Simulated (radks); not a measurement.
Question: All-electron atom: the sulfur ion S2+ in [Ne] 3s2 3p1 5f1 (not the ground configuration). Method: scalar-relativistic Kohn-Sham, r2SCAN, spin-polarised, spherical densities, finite nucleus; open shells are filled with parallel spins first; meta-GGA in the generalised Kohn-Sham scheme; Fermi nuclear charge, rms radius 3.2611 fm; computed with a radial shooting solver on a logarithmic mesh with Libxc functionals. Some entries of the table are withheld. Estimate them.

orbital,occ.,eigenvalue (hartree),r(max) (bohr)
1s up,1,-90.37742,0.06331
1s down,1,-90.36730,0.06331
2s up,1,-9.36943,0.3871
2s down,1,-9.36286,0.3873
2p up,3,(1),0.3255
2p down,3,(2),0.3258
3s up,1,-1.84755,1.345
3s down,1,-1.76658,1.340
3p up,1,-1.38504,(3)
3p down,0,-1.30759,(4)
5f up,1,-0.15604,10.67

Answer: 
(1) 2p up eigenvalue (hartree): -7.27109
(2) 2p down eigenvalue (hartree): -7.25863
(3) 3p up r(max) (bohr): 1.448
(4) 3p down r(max) (bohr): 1.443
